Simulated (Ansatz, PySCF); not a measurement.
Ge(H)2(Br)(Me) (CH5BrGe), SMILES [CH3][GeH2][Br].

Geometry: PBE0-D3(BJ)/def2-SVP.

Vertical ionisation energy (IE) and electron affinity (EA) in eV. Rows of orbital energies are one-electron estimates. Where ΔSCF, EOM or ADC give a negative EA the extra electron is unbound and the value depends on the basis.

```tsv
level	IE	EA
−ε(HOMO), −ε(LUMO), CAM-B3LYP/def2-TZVPD (PySCF)	9.38	-0.35
−ε(HOMO), −ε(LUMO), PBE/def2-TZVPD (PySCF)	6.82	1.32
ΔSCF, CAM-B3LYP/def2-SVPD (Ansatz), final states of multiplicity 2 and 2	10.43	-1.05
ΔSCF, PBE/def2-SVPD (Ansatz), final states of multiplicity 2 and 2	9.99	-0.83
```

What vertical singlet–triplet gap does ΔSCF give with CAM-B3LYP/def2-SVPD (Ansatz, a program for electronic structure) and with PBE/def2-SVPD (Ansatz)? (An estimate is asked for; the answer gives what the named calculation found.)

6.07 and 5.59 eV (triplet above singlet where positive).
